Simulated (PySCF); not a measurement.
How methods differ on the electron affinity of Co

Co⁻ [Ar] 3d8 4s2 (3F) → Co [Ar] 3d7 4s2 (4F), as a difference of total energies. All numbers are calculated (PySCF 2.14, no relativity, point nucleus, in def2-QZVPPD (11s6p5d4f2g, 100 functions)). Correlated levels: valence: [Ar] frozen; valence and next inner shell: [Ne] frozen. The calculations carry no spin-orbit coupling.

| method | electron affinity (eV) | plus first-order spin-orbit estimate | difference from reference of that sum (eV) |
| --- | --- | --- | --- |
| UHF | -1.921 | -1.931 | -2.593 |
| LDA | 1.909 | 1.900 | +1.238 |
| PBE | 1.569 | 1.560 | +0.898 |
| PBE0 | 0.851 | 0.842 | +0.180 |
| r2SCAN | 1.216 | 1.206 | +0.544 |
| r2SCANh | 0.982 | 0.972 | +0.310 |
| B2PLYP | 0.835 | 0.825 | +0.163 |
| CAM-B3LYP | 0.922 | 0.912 | +0.250 |
| wB97M-V | 0.693 | 0.684 | +0.022 |
| MP2 (valence) | 0.743 | 0.734 | +0.072 |
| SCS-MP2 (valence) | 0.628 | 0.618 | -0.044 |
| MP2 (valence and next inner shell) | 1.249 | 1.240 | +0.578 |
| SCS-MP2 (valence and next inner shell) | 0.970 | 0.960 | +0.298 |

Reference: 0.662 eV (measured; photodetachment measurements, as compiled on the Wikipedia data page of electron affinities).

A first-order spin-orbit estimate (lowest level to lowest level, LS coupling) adds -0.010 eV.

These non-relativistic numbers lack the scalar-relativistic shift.

Errors of the correlated levels include the incompleteness of this basis and the frozen core.

A negative affinity means that the anion lies above the atom at that level of theory.

In the anion the highest occupied orbital energy is positive at LDA, PBE, PBE0, r2SCAN, r2SCANh, B2PLYP, a self-interaction effect; the basis confines that electron, and the energy difference can still be sensible.
